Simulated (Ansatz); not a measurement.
A nudged elastic band was laid between two geometries of GeH4 + H4OSi (11 atoms, charge 0, multiplicity 1).

All numbers below come from RKS r2SCANh-D4/def2-SVP in Ansatz.

```
movable images  : 7
climbing image  : yes
spring          : 5.0 eV/Å²
optimiser       : quadratic models (default)
start path      : through a guess of the saddle point
force threshold : 0.03 eV/Å
iteration limit : 60
end points      : relaxed
```

Initial state:

```xyz
11
Properties=species:S:1:pos:R:3
Ge 0.484 0.059 -0.154
H 0.340 -0.504 1.264
H 1.947 -0.103 -0.593
H 0.112 1.540 -0.174
H -0.409 -0.732 -1.113
O -2.543 0.260 0.856
Si -3.412 -1.014 0.217
H -2.697 -2.314 0.384
H -4.750 -1.138 0.868
H -3.586 -0.712 -1.225
H -2.339 0.224 1.794
```

Final state:

```xyz
11
Properties=species:S:1:pos:R:3
Ge -0.077 -0.221 -0.695
H -1.128 0.826 3.154
H 1.124 -0.296 0.247
H -0.323 1.211 -1.195
H 0.063 -1.192 -1.876
O -1.479 -0.726 0.277
Si -3.079 -1.037 -0.015
H -3.234 -2.092 -1.063
H -3.700 -1.507 1.252
H -3.789 0.192 -0.487
H -1.230 0.410 2.527
```

Question: What changes between the two ends?

Answer: Bonds broken: Ge1–H2, O6–H11. Bonds formed: Ge1–O6, H2–H11. GeH4 + H4OSi becomes GeH6OSi + H2.

Question: Give the energies along the band, and the barrier.

Answer: It converged. The highest image is number 3 of 0 to 8, 1.87 eV above the first end and 1.90 eV above the last; the last end lies 0.04 eV below the first. Beside the main top the profile has a ripple of under 15 meV (maxima at images 3, 6), which may be a very shallow well or noise. Neighbouring images differ by up to 1.9 eV, so the band resolves the path poorly. A vibrational analysis at the climbing image gives one clearly imaginary mode, 1267i cm⁻¹: a first-order saddle point. The orbitals stay closed-shell, which can raise the energy where a bond breaks towards radicals; this wasn't checked here.

```tsv
image	path coordinate (Å)	energy (eV)	Ge1–H2 (Å)	O6–H11 (Å)	Ge1–O6 (Å)
0	0.00	0.00	1.53	0.96	3.20
1	1.68	0.01	1.53	0.96	3.14
2	3.35	0.21	1.53	0.96	2.87
3	5.03	1.87	1.85	1.17	2.05
4	6.73	-0.01	3.24	2.36	1.78
5	8.42	-0.03	4.12	2.55	1.78
6	10.12	-0.03	4.22	2.51	1.78
7	11.82	-0.04	4.24	2.50	1.78
8	13.51	-0.04	4.12	2.53	1.78
```

Question: What is the geometry of the highest image?

Answer: 
```xyz
11
Properties=species:S:1:pos:R:3:forces:R:3
Ge -0.051 0.246 -0.105 0.01 0.00 0.01
H -0.329 0.352 1.721 0.00 0.00 0.00
H 1.325 -0.377 0.164 0.00 0.00 0.00
H -0.070 1.781 -0.154 0.00 0.00 0.00
H -0.483 -0.235 -1.514 -0.01 0.00 0.00
O -1.701 -0.757 0.580 -0.02 0.02 0.00
Si -3.252 -1.206 0.096 0.01 -0.01 0.00
H -3.572 -2.563 0.615 0.00 0.00 0.00
H -4.244 -0.229 0.624 0.00 0.00 0.00
H -3.294 -1.210 -1.391 0.00 0.00 0.00
H -1.182 -0.236 1.489 0.00 -0.01 0.00
```

The band took 36 iterations and roughly 40 core-minutes.

The run took 9.5 min on 4 threads of Arm Neoverse V1, with other jobs on the host, peak memory 0.27 GiB.
